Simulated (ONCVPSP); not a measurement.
**bismuth (Bi): one change to an ONCV potential, before and after**

| Quantity | Value |
| --- | --- |
| Element | bismuth |
| Generator | ONCVPSP 4.0.1 |
| Type | optimised norm-conserving Vanderbilt (ONCV) |
| Functional | PBE |
| Relativity | scalar-relativistic |
| Frozen core | [Xe] |
| Valence charge | 29 |
| Reference configuration | 4f14 5d10 6s1.75 6p3.25 |
| Partial waves | 6s: rc 1.70 bohr, ncon 4, nbas 8, qcut 3.2 1/bohr, 1 projector; 6p: rc 1.95 bohr, ncon 5, nbas 8, qcut 3.6 1/bohr, 2 projectors, debl 1.8 Ha; 5d: rc 1.30 bohr, ncon 4, nbas 9, qcut 7.2 1/bohr, 1 projector; 4f: rc 0.55 bohr, ncon 4, nbas 9, qcut 36.3 1/bohr, 2 projectors, debl 2.1 Ha |
| Local potential | polynomial inside 0.40 bohr (lpopt 5, dvloc0 2 Ha) |
| Core correction | Teter function, fcfact 2.5, rcfact 1.05 |

In the f channel the program set the typed energies aside and used -5.624, 0.250 Ha.

All-electron outer shells of the reference configuration (PBE, scalar-relativistic, ld1.x):

```tsv
shell	level (eV)	outermost node (bohr)	outermost maximum (bohr)
5s	-158.24	0.44	0.77
4f	-153.04	–	0.34
5p	-96.30	0.48	0.86
5d	-27.50	0.51	1.03
6s	-14.74	0.98	1.86
6p	-4.74	1.14	2.44
```

Change: p: rc 1.8.

Cutoffs: the cutoffs (Ha) at which the residual kinetic energy of the hardest occupied pseudo-wave falls to 1 and 0.1 mHa per electron; they do not see the model core or the augmentation charge, which bear on the density cutoff. Errors are all-electron minus pseudo energies relative to the spin-unpolarised reference configuration.

**Question.** How do hardness, ghosts and transferability respond?

**Answer.** The potential gets neither clearly harder nor softer (503 Ha and 554 Ha → 503 Ha and 554 Ha); both files keep a bound ghost (d, p, s); of the 4 tests that both files solve, the error grows in 0 and shrinks in 3 by more than 15 % and 0.3 meV (median size 5.1 → 1.7 meV). Less of the atom is replaced, so other configurations are described better.

| quantity | base | changed |
| --- | --- | --- |
| cutoff, loose | 503 Ha | 503 Ha |
| cutoff, tight | 554 Ha | 554 Ha |
| loose cutoff by channel | s 12 Ha, p 45 Ha, d 26 Ha, f 503 Ha | s 12 Ha, p 57 Ha, d 26 Ha, f 503 Ha |
| bound ghosts | s, p, d | s, p, d |
| GHOST(+) flags under 300 eV | none | none |
| error for 4f14 5d10 6s2 6p3, meV [ΔE -2.49 eV] | +0.5 | +0.6 |
| error for 4f14 5d10 6s2 6p2, meV [ΔE 5.43 eV] | -3.1 | -2.5 |
| error for 4f14 5d10 6s2 6p1, meV [ΔE 20.67 eV] | -10 | -7.7 |
| error for 4f14 5d10 6s1 6p0, meV [ΔE 89.42 eV] | -7.2 | +0.8 |
| s: phases at 1.72 bohr within 0.05 rad from the reference energy up to (Ha; the scan ends near 5) | to the end of the scan | to the end of the scan |
| d: phases at 1.32 bohr within 0.05 rad from the reference energy up to (Ha; the scan ends near 5) | to the end of the scan | to the end of the scan |
| f: phases at 0.56 bohr within 0.05 rad from the reference energy up to (Ha; the scan ends near 5) | to the end of the scan | to the end of the scan |
| rms error of d²Exc/dni dnj with the model core, mHa | 8.02 | 8.02 |

 A true bound ghost makes a file unfit for plane-wave use even where its test errors are small: the radial tests pick states by their node count and pass the ghost by.
